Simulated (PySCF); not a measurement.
SMILES O=Cc1ccc([SeH])cc1 (GFN2-xTB optimised geometry):

```
15

O     -2.562    -2.714     0.003
C     -1.360    -2.619     0.001
C     -0.610    -1.360     0.000
C     -1.294    -0.142    -0.001
C     -0.605     1.050    -0.001
C      0.787     1.038     0.000
Se     1.796     2.655     0.001
C      1.480    -0.170     0.000
C      0.786    -1.360     0.000
H     -0.716    -3.521     0.000
H     -2.374    -0.159    -0.001
H     -1.139     1.991    -0.001
H      0.636     3.521    -0.001
H      2.562    -0.165     0.000
H      1.321    -2.299     0.000
```

Method: B3LYP/def2-TZVP run with PySCF 2.14.0.

**Question.** What are the frontier orbital energies and the dipole moment?

**Answer.** HOMO-2 -7.78 eV, HOMO-1 -7.26 eV, HOMO -6.48 eV, LUMO -2.11 eV, LUMO+1 -1.01 eV; dipole moment 2.95 D.

On the same geometry PBE/def2-TZVP in PySCF gives HOMO-2 -7.00 eV, HOMO-1 -5.83 eV, HOMO -5.74 eV, LUMO -2.78 eV, LUMO+1 -1.74 eV; dipole moment 3.03 D.

Meta-Löwdin charges at B3LYP/def2-TZVP: O1 -0.41, C2 0.27, C3 -0.05, C4 -0.08, C5 -0.12, C6 -0.07, Se7 0.07, C8 -0.13, C9 -0.09, H10 0.06, H11 0.14, H12 0.12, H13 0.06, H14 0.12, H15 0.12.
